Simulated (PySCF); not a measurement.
C4H4F2.

```xyz
10

C      0.0449    -2.4464     0.0000
C      0.6903    -1.2738     0.0000
C      0.0206     0.0107     0.0000
F     -1.3107    -0.0121     0.0000
C      0.6639     1.1874     0.0000
F      0.0218     2.3438     0.0000
H     -1.0468    -2.4881     0.0000
H      0.5925    -3.3905     0.0000
H      1.7840    -1.2383     0.0000
H      1.7529     1.2634     0.0000
```
Charge 0, spin multiplicity 1.

The structure is a stationary point at PBE0-D3(BJ)/def2-SVP. Other conformers were not sampled.

Level of theory: PBE/pcSseg-1 run with PySCF. Non-relativistic, no solvent.

Computed absolute GIAO shielding of each atom: isotropic value and principal components (ppm):
```json
[
 {"atom": "C1", "σ(iso)": "62.3", "σ11": "-43.6", "σ22": "58.5", "σ33": "171.9", "span": "215.5"},
 {"atom": "C2", "σ(iso)": "50.1", "σ11": "-59.3", "σ22": "61.3", "σ33": "148.3", "span": "207.6"},
 {"atom": "C3", "σ(iso)": "25.1", "σ11": "-41.6", "σ22": "37.6", "σ33": "79.4", "span": "121.0"},
 {"atom": "F4", "σ(iso)": "311.6", "σ11": "230.5", "σ22": "245.9", "σ33": "458.5", "span": "228.0"},
 {"atom": "C5", "σ(iso)": "35.4", "σ11": "-30.2", "σ22": "60.0", "σ33": "76.2", "span": "106.4"},
 {"atom": "F6", "σ(iso)": "305.9", "σ11": "217.6", "σ22": "249.2", "σ33": "450.8", "span": "233.1"},
 {"atom": "H7", "σ(iso)": "25.5", "σ11": "22.5", "σ22": "24.3", "σ33": "29.6", "span": "7.0"},
 {"atom": "H8", "σ(iso)": "25.9", "σ11": "23.5", "σ22": "25.3", "σ33": "28.8", "span": "5.3"},
 {"atom": "H9", "σ(iso)": "25.4", "σ11": "24.0", "σ22": "24.1", "σ33": "28.1", "span": "4.1"},
 {"atom": "H10", "σ(iso)": "24.7", "σ11": "22.3", "σ22": "23.5", "σ33": "28.3", "span": "6.1"}
]
```
